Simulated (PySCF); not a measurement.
## Lu(2+) (lutetium, charge +2) across methods

[Xe] 4f14 6s1, 2S determinant. All numbers are calculated (PySCF 2.14, the spin-free X2C one-electron Hamiltonian (Gaussian nucleus), in ANO-RCC-VTZP (8s7p5d3f2g1h, 104 functions)).

| method | E (hartree) | mean ε 4f α (eV) | mean ε 4f β (eV) | mean ε 6s α (eV) | Σ⟨r²⟩ (bohr²) | ⟨S²⟩ |
| --- | --- | --- | --- | --- | --- | --- |
| B3LYP | -14562.60 | -29.830 | -29.794 | -18.668 | 43.29 | 0.750 |
| LDA | -14552.63 | -27.570 | -27.528 | -18.339 | 43.27 | 0.750 |
| PBE | -14562.33 | -27.182 | -27.138 | -18.032 | 43.35 | 0.750 |
| r2SCAN | -14562.38 | -27.204 | -27.140 | -18.113 | 43.29 | 0.750 |
| PW91 | -14563.86 | -27.283 | -27.239 | -18.114 | 43.33 | 0.750 |
| PBE0 | -14562.06 | -30.519 | -30.484 | -18.628 | 43.28 | 0.750 |

Task: Estimate the same row for UHF.

Result: E (hartree) = -14557.19209; mean ε 4f α (eV) = -39.727; mean ε 4f β (eV) = -39.703; mean ε 6s α (eV) = -19.981; Σ⟨r²⟩ (bohr²) = 43.55; ⟨S²⟩ = 0.750.

Spin-orbit coupling, which splits the p, d and f shells strongly at this Z, is absent.
